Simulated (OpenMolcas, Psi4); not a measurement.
Si2NH5F (SMILES F[SiH2]N[SiH2]): the vertical energy of the quartet above the doublet, rung by rung

The species is Si2NH5F (9 atoms), meant as a doublet with charge 0. As SMILES, `F[SiH2]N[SiH2]`. The shape is that of a PBE0-D4/def2-TZVP optimisation. This is one conformer, not always the lowest.

Each level gives the vertical energy of the quartet above the doublet (eV). The values are calculated.

| level | kind | program | value (eV) | less CCSD(T)/6-31G* | CPU time (all runs) |
| --- | --- | --- | --- | --- | --- |
| UHF/6-31G* (spherical functions) | Hartree–Fock | OpenMolcas | 6.71 | -0.56 | 15 s |
| USVWN5/6-31G* (spherical functions) | LDA | OpenMolcas | 6.80 | -0.47 | 60 s |
| U-revPBE/6-31G* (spherical functions) | GGA | OpenMolcas | 6.75 | -0.52 | 92 s |
| UBLYP/6-31G* (spherical functions) | GGA | OpenMolcas | 6.82 | -0.45 | 93 s |
| U-r2SCAN/6-31G* (spherical functions) | meta-GGA | OpenMolcas | 6.86 | -0.41 | 2 min |
| UM06-2X/6-31G* (spherical functions) | hybrid meta-GGA | OpenMolcas | 7.22 | -0.05 | 1.9 min |
| U-wB97X-V/6-31G* (spherical functions) | range-separated hybrid | Psi4 | 7.50 | +0.23 | 9.3 min |
| UOMP2/6-31G* (density fitting for correlation, spherical functions) | perturbation theory | Psi4 | 7.47 | +0.20 | 91 s |
| ROCCSD(T)/6-31G* (spherical functions) | coupled cluster or CI | OpenMolcas | 7.27 | 0.00 | 60 s |

ROCCSD(T)/6-31G* (spherical functions) is the highest level here, not the true value. The values span 6.71 to 7.50 eV. The upper state's dipole differs much between rows, so they may not all be the same state. CPU times are rough (shared hosts, several kinds of processor and program).
